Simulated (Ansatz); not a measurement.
Reaction (formal exchange of groups at the Si–O bond): `CO[Si](N)(F)F` + `N[SiH3]` → `N[SiH2][Si](N)(F)F` + CH₃OH

Program: Ansatz. Geometries: PBE0-D4/def2-TZVP. ΔE: electronic, gas phase. CCSD(T)/CBS is the MP2 limit (def2-TZVPP, def2-QZVPP) plus CCSD(T) − MP2 in def2-TZVPP, frozen cores. This one scheme is used for every species. DFT in def2-TZVPP. One conformer a species, not always the lowest.

(1) Is it downhill or uphill in electronic energy at CCSD(T)/CBS, and by how much? (An estimate is asked.)

(2) What do these levels give: PBE-D4, r2SCAN-D4, PBE0-D4, ωB97X-V, ωB97M-V, B2PLYP, r2SCAN, HF/def2-TZVPP, MP2/def2-TZVPP, CCSD/def2-TZVPP, HF/def2-QZVPP, MP2/CBS(def2)? (Best estimate.)

Largest T1 diagnostic among the species: 0.012.

## Answers

(1) Computed: Uphill: ΔE = +1.39 eV.

(2) Ansatz gave: PBE-D4 1.10, r2SCAN-D4 1.37, PBE0-D4 1.22, ωB97X-V 1.35, ωB97M-V 1.42, B2PLYP 1.43, r2SCAN 1.37, HF/def2-TZVPP 1.67, MP2/def2-TZVPP 1.48, CCSD/def2-TZVPP 1.47, HF/def2-QZVPP 1.69, MP2/CBS(def2) 1.45 eV.

From PBE to PBE0 (25 % exact exchange), in def2-TZVPP and without D4, ΔE moves by +0.12 eV. In def2-TZVPP, CCSD(T) changes the Hartree–Fock value by −0.24 eV (the triples alone add −0.04 eV) and MP2 by −0.19 eV.
